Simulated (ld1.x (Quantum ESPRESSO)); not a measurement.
# aluminium, RRKJ: configuration errors across variants

Al (Z = 13), norm-conserving RRKJ (Kleinman–Bylander form), made with ld1.x (Quantum ESPRESSO) 7.5 (PBE, fully relativistic). Core [Ne], reference 3s2 3p0.5 (charge +0.5). Waves: 3p (bound): rc 2.00 bohr; 3s (bound): rc 1.90 bohr. Local part: the s channel. Core correction: Bessel-smoothed model core inside 0.95 bohr.

Open shells are filled in proportion to 2j + 1 (rel_dist='average').

All-electron excitation energies from the reference (eV): (1) 3s2 3p1 -2.086; (2) 3s2 3p0 3.676; (3) 3s1 3p0 22.901; (4) 3s0 3p3 8.365; (5) 3s2 3p1.3 -2.660; (6) 3s1 3p1 9.486; (7) 3s1 3p2 3.054.

1 further variants failed, have other tests or too few solved ones, and are left out.

Errors AE − PS in meV (a dash: test not solved or not reliable):

```tsv
change	(1)	(2)	(3)	(4)	(5)	(6)	(7)	bound ghosts
base	+0.4	+0.6	+7.7	-11	+0.8	+0.6	-3.2	none
all radii but the core radius scaled by about 0.75 (s 1.42, p 1.50 bohr)	+0.7	+0.9	+9.6	+0.2	+1.4	+4.7	-0.8	none
all radii but the core radius scaled by about 0.85 (s 1.62, p 1.70 bohr)	+0.5	+0.6	+7.1	-2.5	+1.0	+2.6	-1.2	none
all radii but the core radius scaled by about 0.91 (s 1.72, p 1.82 bohr)	+0.4	+0.6	+7.1	-5.6	+0.9	+1.7	-2.0	none
all radii but the core radius scaled by about 1.16 (s 2.22, p 2.32 bohr)	+0.4	+0.9	+9.5	-32	+0.8	-3.8	-8.5	none
all radii but the core radius scaled by about 1.22 (s 2.32, p 2.44 bohr)	+0.5	+1.1	+9.1	-43	+1.0	-6.2	-11	none
all radii but the core radius scaled by about 1.32 (s 2.50, p 2.64 bohr)	+0.7	+1.5	+7.0	-63	+1.3	-11	-16	none
```

Task: Give the same row for: all radii but the core radius scaled by about 1.37 (s 2.60, p 2.74 bohr).

Result: +0.9, +1.9, +4.8, -79, +1.7, -15, -20; bound ghosts: none.
